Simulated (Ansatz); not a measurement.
`N[SiH2][SiH](O)F` + `C[SiH2]O` → `C[SiH2]O[SiH2]N` + `O[SiH2]F`  (cleavage of the Si–Si bond)

Gas-phase electronic energies from Ansatz, PBE0-D4/def2-TZVP geometries. CCSD(T)/CBS adds triple-zeta CCSD(T) − MP2 to the extrapolated MP2 energy (def2 sets, frozen cores). This one scheme is used for every species. DFT in def2-TZVPP. One conformer a species, not always the lowest.

`N[SiH2][SiH](O)F`:

```xyz
11

N    -1.046   -1.005    0.857
Si   -1.018    0.160   -0.437
Si    1.267    0.706   -0.580
O     1.964   -0.133    0.643
F     1.455    2.284   -0.368
H    -0.660   -1.921    0.678
H    -1.900   -1.099    1.387
H    -1.594   -0.313   -1.733
H    -1.831    1.316    0.024
H     2.012    0.378   -1.817
H     1.350   -0.373    1.346
```

`C[SiH2]O`:

```xyz
9

C    -1.002   -0.611    0.003
Si    0.342    0.679   -0.037
O     1.776    0.121    0.563
H    -1.943   -0.187   -0.360
H    -1.162   -0.977    1.019
H    -0.755   -1.465   -0.634
H    -0.014    1.830    0.829
H     0.515    1.153   -1.441
H     2.242   -0.545    0.057
```

`C[SiH2]O[SiH2]N`:

```xyz
14

C    -2.395    1.244    0.203
Si   -0.886    0.302    0.737
O     0.080    0.049   -0.561
Si    1.613   -0.348   -0.986
N     2.319   -1.637   -0.122
H    -3.061    1.413    1.053
H    -2.948    0.689   -0.559
H    -2.120    2.215   -0.214
H    -1.276   -1.009    1.326
H    -0.137    1.066    1.777
H     1.541   -0.729   -2.415
H     2.478    0.836   -0.755
H     2.757   -1.497    0.773
H     2.034   -2.593   -0.255
```

`O[SiH2]F`:

```xyz
6

O     0.554    0.131   -1.139
Si   -0.004   -0.137    0.369
F    -1.408   -0.894    0.332
H     0.124    0.790   -1.684
H     0.978   -1.020    1.024
H    -0.243    1.131    1.097
```

CCSD(T)/CBS gives -35.7 kcal/mol.

(1) Another level gave -30.9 kcal/mol. Which?
A. PBE0-D4/def2-TZVPP
B. B2PLYP/def2-TZVPP
C. HF/def2-TZVPP
D. PBE/def2-TZVPP

Largest T1 diagnostic among the species: 0.012.

Answers

(1) A. PBE0-D4 -30.9, B2PLYP -36.5, HF/def2-TZVPP -42.8, PBE -28.1 kcal/mol.

From PBE to PBE0 (25 % exact exchange), in def2-TZVPP and without D4, ΔE moves by −2.8 kcal/mol. In def2-TZVPP, CCSD(T) changes the Hartree–Fock value by +7.0 kcal/mol (the triples alone add +1.0 kcal/mol) and MP2 by +5.1 kcal/mol.
